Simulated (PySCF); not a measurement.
C4H4OSe, SMILES O=C[C@@H]1C=C[Se]1.

Coordinates come from a ωB97X-D3(BJ)/def2-SVP optimisation. The structure was generated by enumeration; whether it is a known compound was not checked. Other conformers were not sampled.

These are ωB97X-D3(BJ)/def2-SVP run with PySCF values and carry that method's errors.

Frequencies are harmonic and unscaled.

Computed vibrational spectrum:
| mode | ν (cm⁻¹) | IR (km/mol) | Raman (Å⁴/amu) | depolarisation | moving atoms (share of kinetic energy) |
|---|---|---|---|---|---|
| 1 | 95 | 3.8 | 3.2 | 0.75 | O 54 %, C 25 %, Se 12 %, H 9 % |
| 2 | 174 | 6.9 | 2.3 | 0.68 | C 51 %, O 30 %, H 15 % |
| 3 | 232 | 4.8 | 3.0 | 0.64 | C 50 %, H 33 %, Se 12 % |
| 4 | 376 | 2.9 | 3.4 | 0.27 | C 50 %, O 26 %, H 18 % |
| 5 | 493 | 1.8 | 11.3 | 0.31 | C 62 %, Se 29 %, H 8 % |
| 6 | 617 | 6.4 | 8.5 | 0.68 | C 68 %, H 23 %, Se 9 % |
| 7 | 677 | 24.8 | 3.7 | 0.73 | H 61 %, C 32 % |
| 8 | 776 | 12.6 | 8.5 | 0.20 | C 77 %, H 21 % |
| 9 | 802 | 52.6 | 4.3 | 0.40 | C 57 %, H 34 %, O 8 % |
| 10 | 913 | 4.0 | 5.7 | 0.70 | H 67 %, C 31 % |
| 11 | 954 | 1.5 | 1.7 | 0.52 | H 66 %, C 33 % |
| 12 | 1006 | 0.5 | 4.1 | 0.43 | C 54 %, H 44 % |
| 13 | 1033 | 15.4 | 7.3 | 0.68 | H 79 %, C 21 % |
| 14 | 1083 | 10.5 | 10.9 | 0.39 | H 75 %, C 25 % |
| 15 | 1121 | 7.6 | 15.7 | 0.42 | H 58 %, C 41 % |
| 16 | 1256 | 31.1 | 1.7 | 0.70 | H 67 %, C 33 % |
| 17 | 1359 | 14.7 | 4.3 | 0.70 | C 70 %, H 30 % |
| 18 | 1417 | 8.9 | 5.1 | 0.60 | H 82 %, C 11 % |
| 19 | 1680 | 7.0 | 18.3 | 0.08 | C 92 % |
| 20 | 1885 | 189.7 | 20.1 | 0.46 | C 60 %, O 38 % |
| 21 | 2953 | 95.1 | 140.6 | 0.31 | H 92 % |
| 22 | 3131 | 3.6 | 106.0 | 0.28 | H 92 % |
| 23 | 3232 | 0.1 | 106.0 | 0.56 | H 92 %, C 8 % |
| 24 | 3270 | 1.4 | 148.9 | 0.17 | H 90 %, C 10 % |
